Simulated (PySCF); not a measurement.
Species: C₅H₇F₃S.
SMILES with atom numbers: `[CH3:1][S:2]/[CH:3]=[C:4](/[CH2:5][F:6])[CH:7]([F:8])[F:9]` (hydrogens: H10, H11, H12 on C1; H13 on C3; H14, H15 on C5; H16 on C7)

The calculation used PySCF, PBE0-D3(BJ)/def2-SVP geometry optimisation, gas phase.

Give the optimised bond lengths and angles.

| bond | length (Å) | order |
| --- | --- | --- |
| C1–S2 | 1.806 | single |
| S2–C3 | 1.746 | single |
| C3=C4 | 1.341 | double |
| C4–C5 | 1.500 | single |
| C5–F6 | 1.368 | single |
| C4–C7 | 1.493 | single |
| C7–F8, C7–F9 | 1.358 | single |
| C1–H10, C1–H11, C1–H12 | 1.099 | single |
| C3–H13 | 1.095 | single |
| C5–H14, C5–H15 | 1.104 | single |
| C7–H16 | 1.103 | single |

Bonds in one row agree within 0.01 Å and their mean is given. Orders are formal, as drawn. A selection of angles:
| angle | degrees |
| --- | --- |
| S2–C1–H10 | 106.7 |
| S2–C1–H11 | 111.6 |
| H10–C1–H11 | 109.2 |
| C1–S2–C3 | 100.0 |
| S2–C3–C4 | 125.8 |
| S2–C3–H13 | 116.0 |
| C4–C3–H13 | 118.1 |
| C3–C4–C5 | 121.3 |
| C3–C4–C7 | 123.1 |
| C5–C4–C7 | 115.6 |
| C4–C5–F6 | 111.5 |
| C4–C5–H14 | 109.8 |
| F6–C5–H14 | 109.1 |
| H14–C5–H15 | 107.7 |
| C4–C7–F8 | 109.8 |
| C4–C7–F9 | 110.7 |
| C4–C7–H16 | 112.5 |
| F8–C7–F9 | 106.5 |
| F8–C7–H16 | 108.5 |

Dihedral angles: C1–S2–C3–C4 157° (antiperiplanar); S2–C3–C4–C5 175° (antiperiplanar); C3–C4–C5–F6 2° (synperiplanar); C3–C4–C7–F8 -134° (anticlinal). The mirror-image conformer, all signs reversed, is as good.

The 3 C–C bonds span 1.341 Å (C3=C4, drawn double) to 1.500 Å (C4–C5, drawn single), a spread of 0.159 Å. Of the pairs four or more bonds apart, F6···H13 is among the closest relative to their van der Waals radii: 2.29 Å, 86 % of the sum of Bondi's values. The C–S distances run from 1.746 Å (S2–C3, drawn single) to 1.806 Å (C1–S2, drawn single), a spread of 0.060 Å.

Point group: C1 (no symmetry element, even within 0.4 Å). Whether it is a minimum is left open (no frequencies). One conformer, not necessarily the lowest.

Cost: about 5 min of CPU time on one thread; the machine was shared, so the figure is rough. These figures are those of the optimisation.
